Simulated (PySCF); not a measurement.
A structure optimised at TPSSh-D3(BJ)/def2-SVP, used in a PySCF frequency run:

```xyz
11

C      0.0000     0.0000     2.9031
C      0.0000     0.0000     1.5921
C      0.0000     0.0000     0.2753
O      0.0000     1.1265    -0.5265
C      0.0000     0.6681    -1.8289
C      0.0000    -0.6681    -1.8289
O      0.0000    -1.1265    -0.5265
H      0.9312     0.0000     3.4885
H     -0.9312     0.0000     3.4885
H      0.0000     1.4155    -2.6147
H      0.0000    -1.4155    -2.6147
```
Charge 0, spin multiplicity 1.

### Question
Write its SMILES, formula and point group.

### Answer
C=C=C1OC=CO1, C5H4O2, C2v

### Question
What are its rotational constants (standard atomic weights)?

### Answer
8.8483, 1.9301, 1.6021 GHz
